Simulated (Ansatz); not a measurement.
Cost and result for the atomization energy of CH7FO3Si2, SMILES `CO[SiH2][Si](O)(O)F` (14 atoms, 13 bonds).

Cartesian coordinates in Å:
```
C 1.226 0.517 -2.353
O 0.444 0.022 -1.289
Si 0.672 0.503 0.273
Si -0.922 -0.717 1.464
O -2.418 -0.657 0.807
O -1.021 -0.129 2.975
F -0.467 -2.252 1.490
H 0.892 0.041 -3.276
H 1.114 1.602 -2.459
H 2.288 0.287 -2.207
H 2.069 0.221 0.715
H 0.454 1.973 0.406
H -2.544 -1.060 -0.054
H -1.787 -0.352 3.508
```

The species carries charge 0 and has multiplicity 1. The structure was optimised at the PBE0-D4/def2-TZVP level. It is one conformer, not always the lowest. Program: Ansatz. All runs use 2 threads of an AMD EPYC 7R13 on a shared host and a share of an NVIDIA H100 80 GB. Times are those of one run each, without the atoms' runs, and a repeat can differ threefold. Electronic energies, without spin–orbit coupling; frozen cores. CCSD(T)/CBS adds CCSD(T) − MP2 in def2-TZVPP to the MP2 limit, and its time is that of the two runs behind it. T1 = 0.012. B3LYP takes the VWN-RPA correlation (the form of Gaussian; ORCA's B3LYP/G).

CCSD(T)/CBS is a level of theory with its own doubt, some kJ/mol a heavy atom from the limit and from the frozen cores, so smaller differences don't rank the functionals.

```
                             level  functions  wall time  atomization (kcal/mol)  difference from CCSD(T)/CBS  per bond
                PBE0-D4/def2-TZVPP        337      1.7 s                  1283.9                        -20.2      -1.6
   PBE-D4/def2-TZVPP (with forces)        337      1.9 s                  1310.9                          6.8       0.5
 B3LYP-D4/def2-TZVPP (with forces)        337      2.1 s                  1291.6                        -12.5      -1.0
r2SCAN-D4/def2-TZVPP (with forces)        337      2.3 s                  1298.5                         -5.6      -0.4
                ωB97X-V/def2-TZVPP        337      2.3 s                  1301.6                         -2.5      -0.2
                 B2PLYP/def2-TZVPP        337      2.4 s                  1281.9                        -22.2      -1.7
                    MP2/def2-QZVPP        635      3.3 s                  1319.2                         15.1       1.2
  ωB97M-V/def2-TZVPP (with forces)        337        6 s                  1299.8                         -4.3      -0.3
                CCSD(T)/def2-TZVPP        337        7 s                  1264.6                        -39.5      -3.0
                 CCSD(T)/CBS(def2)          –       10 s                  1304.1                          0.0       0.0
```

From PBE to PBE0 (25 % exact exchange), in def2-TZVPP and without D4, the atomization energy moves by −25.8 kcal/mol: exact exchange takes away binding that semilocal exchange gives to molecules. In def2-TZVPP, CCSD(T) changes the Hartree–Fock value by +327.3 kcal/mol (the triples alone add +18.6 kcal/mol) and MP2 by +358.1 kcal/mol; breaking electron pairs costs correlation energy, which Hartree–Fock lacks. The D4 term adds +12.2 kcal/mol with B3LYP and +6.5 kcal/mol with PBE0; it sums over pairs of atoms, weighted by their polarisabilities, and B3LYP, whose exchange is more repulsive, gets the larger term.
